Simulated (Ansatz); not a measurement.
This geometry of CH6S2Si (10 atoms, charge 0, multiplicity 1) is a first-order saddle point.

Theory: Ansatz 0.2.0, RKS PBE0-D4/def2-SVP.

```xyz
10
Properties=species:S:1:pos:R:3
Si -1.378 1.149 -0.374
S -0.104 0.615 1.270
C 0.692 -0.878 0.590
S 1.911 -0.548 -0.729
H -2.222 -0.021 -0.768
H -2.228 2.261 0.136
H -0.606 1.604 -1.568
H 1.198 -1.352 1.441
H -0.080 -1.570 0.225
H 2.899 -1.312 -0.219
```

**Question.** Which two structures does it join? (They come from a converged band through this point; their orientation in space is the band's.)

**Answer.** No bond is made or broken. The dihedral H8–C3–S4–H10 goes from -65 to 83°.

First end point:

```xyz
10
Properties=species:S:1:pos:R:3
Si -1.137 1.123 -0.435
S -0.066 0.499 1.328
C 0.617 -1.088 0.745
S 1.458 -1.072 -0.858
H -1.898 -0.029 -1.003
H -2.077 2.163 0.077
H -0.271 1.728 -1.486
H 1.292 -1.434 1.540
H -0.188 -1.830 0.638
H 2.355 -0.111 -0.542
```

Last end point:

```xyz
10
Properties=species:S:1:pos:R:3
Si -1.212 1.172 -0.393
S -0.227 0.548 1.422
C 0.719 -0.871 0.795
S 1.886 -0.357 -0.505
H -1.689 -0.036 -1.131
H -2.373 1.980 0.082
H -0.367 2.011 -1.287
H 1.252 -1.279 1.666
H 0.035 -1.639 0.405
H 2.059 -1.582 -1.051
```

**Question.** How far does it lie above each of them?

**Answer.** 0.188 eV above the first and 0.088 eV above the second. This is the barrier of this one path; another mechanism may lie lower.

Time of the run: 52 s on 2 threads of AMD EPYC 9R45 96-Core Processor (Zen 5), on a shared host, peak memory 0.24 GiB.
